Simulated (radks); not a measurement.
Species: La I. Configuration: [Xe] 5d1 6s2.

Calculated with a radial shooting solver on a logarithmic mesh with Libxc functionals: Dirac Kohn-Sham, BLYP, spin-unpolarised, spherical densities, point nucleus; open shells fill j = l - 1/2 first.

Energy parts (hartree):
| part | energy |
|---|---|
| total | -8498.2467 |
| kinetic | 9095.6461 |
| electron-nucleus | -20675.7143 |
| Hartree | 3286.4464 |
| exchange-correlation | -204.6250 |

Orbitals (lengths in bohr, moments of r in powers of bohr; r(max) is where P^2 peaks; r(90%) holds 90 % of the orbital's charge):
orbital  occ.  eigenvalue (hartree)  r(90%)      <r^2>   r(max)      <r>
1s1/2       2             -1423.106  0.0452  0.0008536  0.01607  0.02507
2s1/2       2             -226.4432   0.166    0.01356  0.09108   0.1070
2p1/2       2             -213.5666   0.148   0.009958  0.06949  0.08990
2p3/2       4             -198.3777   0.156    0.01122  0.07465  0.09600
3s1/2       2             -48.41541   0.419    0.09287   0.2606   0.2849
3p1/2       2             -42.98725   0.413    0.08771   0.2472   0.2747
3p3/2       4             -40.02776   0.430    0.09535   0.2585   0.2868
3d3/2       4             -30.51756   0.404    0.07847   0.2082   0.2577
3d5/2       6             -29.88432   0.409    0.08064   0.2114   0.2615
4s1/2       2              -9.76244   0.940     0.4830   0.6085   0.6542
4p1/2       2              -7.76594   0.982     0.5177   0.6190   0.6747
4p3/2       4              -7.13522    1.02     0.5599   0.6431   0.7017
4d3/2       4              -3.86300    1.15     0.6742   0.6672   0.7623
4d5/2       6              -3.75359    1.16     0.6913   0.6752   0.7720
5s1/2       2              -1.41842    2.24      2.723    1.407    1.557
5p1/2       2              -0.87598    2.56      3.475    1.540    1.751
5p3/2       4              -0.78325    2.68      3.810    1.606    1.833
6s1/2       2              -0.12885    6.52      22.25    3.780    4.428
5d3/2       1              -0.10940    4.76      10.73    2.215    2.981
5d5/2       0              -0.10259    4.88      11.26    2.255    3.051

The highest occupied level is 5d3/2 at -2.977 eV. For comparison, the ionisation energy in NIST's Atomic Spectra Database is 5.577 eV (measured). In exact Kohn-Sham theory the highest level is minus the ionisation energy, but local and semilocal functionals leave it too shallow, through self-interaction and a potential that decays too fast; potentials with the right tail come closer.

Beside tabulated values, note that spin-unpolarised runs miss the spin-polarisation part of the exchange energy of open shells.
